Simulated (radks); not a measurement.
Initial-state core-level shifts of the xenon ion Xe+ when its valence configuration changes from [Kr] 4d10 5s2 5p5. All-electron calculation, scalar-relativistic Kohn-Sham, PBE, spin-polarised, spherical densities, finite nucleus; open shells are filled with parallel spins first (spin-orbit coupling, left out, can overturn this in heavy ions); Fermi nuclear charge, rms radius 4.7859 fm. Program: a radial shooting solver on a logarithmic mesh with Libxc functionals. Shifts are changes of the shell-averaged eigenvalues in eV (positive: less bound); the change of the density at the nucleus, which sets a Mossbauer isomer shift, is in e/bohr^3, on a base of 2.806e+05.

| valence | 2p | 3s | 4s | 4p | density at nucleus |
|---|---|---|---|---|---|
| 4d10 5s1 5p6 | -1.386 | -1.416 | -1.382 | -1.368 | -88.92 |
| 4d9 5s2 5p6 | -10.682 | -10.063 | -8.156 | -7.788 | +30.60 |
| 4d10 5s1.5 5p5.5 | -0.696 | -0.711 | -0.694 | -0.687 | -44.28 |
| 4d9.5 5s2 5p5.5 | -5.313 | -5.015 | -4.089 | -3.906 | +15.15 |
